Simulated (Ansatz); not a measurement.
Reaction (formal exchange of groups at a C–C bond): `CCC(=N)[SiH3]` + `O=C=N[SiH2]F` → `C[SiH](F)N=C=O` + `CC(=N)[SiH3]`

Program: Ansatz. Geometries: PBE0-D4/def2-TZVP. ΔE: electronic, gas phase. CCSD(T)/CBS is the MP2 limit (def2-TZVPP, def2-QZVPP) plus CCSD(T) − MP2 in def2-TZVPP, frozen cores. Functionals use def2-TZVPP. HSE06 is defined as in plane-wave codes. Each species was taken in one conformer, which may not be the lowest.

```csv
level,ΔE (eV)
LDA (SPW92),-0.66
PBE0-D4,-0.66
CAM-B3LYP-D4,-0.64
ωB97X-V,-0.62
PBE-QIDH,-0.64
HSE06,-0.67
HF/def2-SVP,-0.52
MP2/CBS(def2),-0.64
```

Question: What does CCSD(T)/CBS give? (Best estimate.)

Answer: Ansatz gave: -0.63 eV. The listed levels differ from it by -0.03, -0.03, -0.01, 0.01, -0.01, -0.04, 0.11, -0.01 eV.

Largest T1 diagnostic among the species: 0.015.

Leaving LDA and LC-ωPBE aside and taking each functional with its dispersion term where it has one, the values, not all of them listed here, spread over 0.09 eV, from B97M-V to ωB97X-V. At CCSD(T), def2-SVP lies +0.15 eV from the extrapolated value and def2-TZVPP +0.02 eV. From BLYP to BHLYP (50 % exact exchange), in def2-TZVPP and without D4, ΔE moves by +0.04 eV.
